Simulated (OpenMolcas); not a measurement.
Cu3+ (d8) in a complex was computed by CASSCF with the d shell active (OpenMolcas, ANO-RCC-VTZP on the metal). Its lowest spin-free states, and all those of the highest spin:

| 2S+1 | Degeneracy | E (cm-1) |
| --- | --- | --- |
| 3 | 2 | 0.0 |
| 3 | 2 | 4071 |
| 3 | 1 | 7436 |
| 3 | 1 | 7607 |
| 1 | 1 | 9254 |
| 3 | 1 | 9738 |
| 1 | 2 | 12127 |
| 1 | 2 | 18034 |
| 3 | 2 | 20459 |
| 1 | 2 | 21078 |
| 3 | 1 | 23695 |
| 1 | 1 | 23920 |

Task: Is the site octahedral, tetrahedral or cube-like, axial, or of lower symmetry?

Result: The states with 2S+1 = 3 have orbital degeneracies 2, 2, 1, 1, 1, 2, 1. There are pairs but no triples, so the site is axial: not cubic, but with a proper or improper axis of order three or more. The run had Cu3+ with 5 ligands (bromide) in trigonal bipyramidal coordination (D3h) at 2.38 Å, the axial distance 2.594 Å. A charge of +0.4 e stands 2.6 Å behind each ligand. Ligand basis ANO-RCC-VDZP.

An orbital doublet at a regular site is open to a Jahn-Teller distortion, which this geometry leaves out. Without dynamic correlation the repulsion within the d shell is too large (B by tens of per cent), so at a given field states of lower spin stand too high. This shell can be high or low spin here, a state of another spin lies low, and with metal d orbitals alone active their balance is uncertain, so the ground spin may be wrong. The least metal-like active orbital is 68 % on the metal (Löwdin) and no ligand orbital is active, so the numbers are rough. Ligand-to-metal charge-transfer states are missing. This ion would oxidise such ligands; the complex is a model and need not exist. With no ligand orbital active B as a rule stays too high, so bands that hang on it stand too high and its fall with covalency is understated. With metal d orbitals alone and no dynamic correlation the field as a rule comes out too small, by tens of per cent, by up to half for chloride and softer ligands, and the orbital part of g and χT, which goes as 1/10Dq, too large. No measured value stands beside these numbers; the geometry was imposed, not optimised, and the real ion may take another.
